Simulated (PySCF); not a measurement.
**Electron correlation in N (nitrogen, neutral)**

[He] 2s2 2p3, high-spin 4S determinant. Computed with PySCF 2.14 in x2c-SVPall, with the spin-free X2C one-electron Hamiltonian (Gaussian nucleus). Frozen: 1s2; 5 electrons correlated.

MP2 pair energies summed by pair of shells (mhartree):

```tsv
pair	energy	share (%)
2s-2p	-44.39	63.8
2p-2p	-17.60	25.3
2s-2s	-7.63	11.0
```

Total MP2 correlation energy: -69.63 mhartree.

Same-spin part -21.22 and opposite-spin part -48.41 mhartree; SCS-MP2 scales them by 1/3 and 6/5 to -65.16 mhartree.

| level | correlation energy (mhartree) |
| --- | --- |
| CCSD | -84.52 |
| (T) | -0.71 |
| CCSD(T) | -85.23 |

Diagnostics: T1 = 0.0042, D1 = 0.0115, largest double amplitude 0.037.

Is a single reference adequate?

Yes: T1 lies below 0.03 and no double amplitude reaches 0.07.
